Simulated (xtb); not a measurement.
BFI2, SMILES IB(I)F. All values are semi-empirical tight-binding results from xtb (GFN2-xTB unless named), good for trends rather than for accurate numbers. Geometry: GFN2-xTB.

Optimised geometry:

```xyz
4

B      0.0000     0.0000     0.7822
F      0.0000     0.0000     2.0887
I      0.0000     1.8511    -0.2142
I      0.0000    -1.8511    -0.2142
```

```
Quantity                                         Value
--------------------------------------  --------------
point group as xtb finds it                        C2v
orbital gap                                    4.05 eV
zero-point energy                         4.5 kcal/mol
G − E(el) at 298.15 K (modified RRHO)   -15.3 kcal/mol
static polarisability (D4 model)            78.5 bohr³
solvation energy, GFN2-xTB/ALPB(water)   -1.9 kcal/mol
solvation energy, GFN2-xTB/ALPB(chcl3)   -8.4 kcal/mol
```

Computed atomic charges and the Wiberg bond orders between heavy atoms:
charges (e) B1 0.46, F2 -0.24, I3 -0.11, I4 -0.11. Bond orders B1–F2 1.15, B1–I3 1.11, B1–I4 1.11.
